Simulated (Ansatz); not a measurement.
One change: `[BH2][GeH2][OH]` becomes `BCO`.

Ansatz, PBE0-D4/def2-TZVP geometries, multiplicity 1. Each molecule was computed in one conformer, which needn't be the lowest.

Scalar relativity is left out up to krypton.

| property | `[BH2][GeH2][OH]` |
| --- | --- |
| HOMO energy (PBE/def2-TZVPP) / eV | -6.66 |
| HOMO–LUMO gap (ωB97M-V/def2-TZVPP) / eV | 10.00 |
| zero-point energy (PBE0-D4/def2-TZVP) / kJ/mol | 128.5 |
| HOMO–LUMO gap (PBE0/def2-TZVPP) / eV | 5.74 |
| HOMO–LUMO gap (PBE/def2-TZVPP) / eV | 3.14 |
| HOMO energy (B3LYP/def2-TZVPP) / eV | -8.00 |

Problem. Give the same properties after the change, and the shifts. (Best estimate.)

Solution. The calculation gave: 
```csv
property,`BCO`,shift
HOMO energy (PBE/def2-TZVPP) / eV,-6.94,-0.28
HOMO–LUMO gap (ωB97M-V/def2-TZVPP) / eV,12.37,2.37
zero-point energy (PBE0-D4/def2-TZVP) / kJ/mol,167.8,39.3
HOMO–LUMO gap (PBE0/def2-TZVPP) / eV,8.45,2.71
HOMO–LUMO gap (PBE/def2-TZVPP) / eV,6.07,2.93
HOMO energy (B3LYP/def2-TZVPP) / eV,-8.13,-0.13
```

With PBE0 the HOMO falls by 0.09 eV and the LUMO rises by 2.61 eV, so the gap widens by about 2.70 eV. PBE moves the HOMO by -0.28 eV and ωB97M-V by -0.17 eV.

B3LYP here is the variant with VWN-RPA as its local correlation; programs differ in this.
